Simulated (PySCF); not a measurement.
An unknown gives this computed stick spectrum. Theory: TDDFT wB97X-D/def2-SVPD, vertical, gas phase, core orbitals frozen in the response in PySCF. Geometries: GFN2-xTB, one conformer each.

```json
{"state": "S1", "E (eV)": "5.32", "f": "0.0052"}
{"state": "S2", "E (eV)": "5.81", "f": "0.0051"}
{"state": "S3", "E (eV)": "6.16", "f": "0.0003"}
{"state": "S4", "E (eV)": "6.54", "f": "0.178"}
{"state": "S5", "E (eV)": "6.74", "f": "0.0002"}
{"state": "S6", "E (eV)": "6.91", "f": "0.010"}
{"state": "S7", "E (eV)": "7.22", "f": "0.025"}
{"state": "S8", "E (eV)": "7.28", "f": "0.449"}
```

Orbital energies (eV): HOMO-3 -10.62, HOMO-2 -9.94, HOMO-1 -9.88, HOMO -9.55, LUMO 0.57, LUMO+1 1.16, LUMO+2 2.01.

Task: Which candidate is it? All have the formula C4H8OSi2.
A. `[SiH3]O[SiH]1C=CC=C1`
B. `C=C1C=CO[SiH2][SiH2]1`
C. `C1[SiH2]C=C[SiH](O)C=1`
D. `[SiH2]1C[C@H]([SiH2]O1)C#C`
E. `[SiH3][SiH2]c1ccco1`

Result: C. Its S1 lies at 5.32 eV; the nearest of the others has S1 at 5.80 eV. S1 is HOMO→LUMO (88%). Löwdin shares by element: HOMO carbon 54% (atoms not listed hold the other 46%); LUMO carbon 59% (atoms not listed hold the other 41%). At the same level the other candidates give, for their lowest levels:
- `C=C1C=CO[SiH2][SiH2]1`: 4.84 eV (f 0.252); 5.21 eV (f 0.002); 5.99 eV (f 0.012); 6.24 eV (f 0.094); 6.38 eV (f 0.023); T1 3.03 eV; HOMO -8.05, LUMO 0.60 eV
- `C#C[C@@H]1C[SiH2]O[SiH2]1`: 6.38 eV (f 0.002); 6.79 eV (f 0.005); 6.94 eV (f 0.001); 7.02 eV (f 0.003); 7.22 eV (f 0.014); T1 5.56 eV; HOMO -9.21, LUMO 1.74 eV
- `[SiH3]O[SiH]1C=CC=C1`: 4.14 eV (f 0.042); 5.17 eV (f 0.002); 5.80 eV (f 0.006); 6.81 eV (f 0.000); 6.87 eV (f 0.010); T1 2.56 eV; HOMO -8.53, LUMO 0.03 eV
- `[SiH3][SiH2]c1ccco1`: 5.80 eV (f 0.382); 6.27 eV (f 0.006); 6.63 eV (f 0.014); 6.86 eV (f 0.001); 7.02 eV (f 0.002); T1 3.93 eV; HOMO -8.46, LUMO 1.34 eV

The values belong to the conformer `[OH:1][SiH:2]1[CH:3]=[CH:4][SiH2:5][CH:6]=[CH:7]1`: H–O1–Si2–C3 -60°.
Triplets come from the Tamm–Dancoff approximation.
